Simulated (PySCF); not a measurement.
Computed shifts of a molecule CH7ClN2Si2, PBE0/pcSseg-1 (PySCF), GIAO, gas phase, atoms alike by connectivity averaged where their shifts nearly agree, in ppm (number of nuclei): ¹⁵N: 83.5 (1), 49.3 (1). ²⁹Si: -2.4 (1), -27.7 (1). ¹³C: 28.2 (1). ¹H: 4.72 (2), 2.95 (2), 2.02 (1), 1.50 (2). References: ¹⁵N against NH3 (σ = 267.4 ppm); ²⁹Si against TMS (σ = 352.7 ppm); ³⁵Cl against HCl (σ = 945.9 ppm); ¹³C against TMS (σ = 186.3 ppm); ¹H against TMS (σ = 31.56 ppm), references at their B3LYP-D3(BJ)/def2-TZVP geometries, non-relativistic (without spin–orbit terms, shifts of atoms bonded to Cl or Br come out too high). Coordinates come from a B3LYP-D3(BJ)/def2-SVP optimisation. Other conformers were not sampled.

Q: Identify the compound among the candidates.
A) N[Si@@H]1C[Si@@H](Cl)N1
B) N[Si@]1(Cl)NC[SiH2]1
C) N[Si@H]1CN[Si@H]1Cl
D) C[Si@H]1N[Si@@H](Cl)N1

A: B, N[Si@]1(Cl)NC[SiH2]1
